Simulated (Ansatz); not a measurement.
CH3BClFO (`BC(O)(F)Cl`), relaxed with RKS PBE-D4/def2-SVP in the Gaussian-basis code of Ansatz from a rough embedded geometry. The force threshold is 0.03 eV/Å; the program also tests the step.

Charge 0, multiplicity 1.

Start:

```xyz
8

B    -0.754    0.412    0.612
C     0.201   -0.413   -0.262
O     1.480    0.195   -0.284
F    -0.373   -0.558   -1.571
Cl    0.370   -2.072    0.403
H    -1.027    1.560    0.404
H    -1.271   -0.055    1.620
H     1.375    0.932   -0.922
```

(1) By how much does the energy fall, and how many steps does the optimiser take? (An estimate is asked.)

(2) Which bonds change most? (An estimate is asked.)

(3) Give the relaxed structure. (Estimate.)

Results:

(1) Ansatz gave: 7.50 kcal/mol, in 18 steps, 1 of them rejected.

(2) The calculation gave: C2–F4 from 1.436 to 1.353 Å; C2–O3 from 1.416 to 1.496 Å; C2–Cl5 from 1.796 to 1.762 Å.

(3) Ansatz gave: 
```xyz
8

B    -0.637    0.468    0.603
C    -0.027   -0.610   -0.340
O     1.071    0.308    0.094
F    -0.154   -0.526   -1.684
Cl    0.363   -2.264    0.126
H    -1.116    1.448    0.072
H    -0.714    0.254    1.790
H     1.212    0.922   -0.661
```
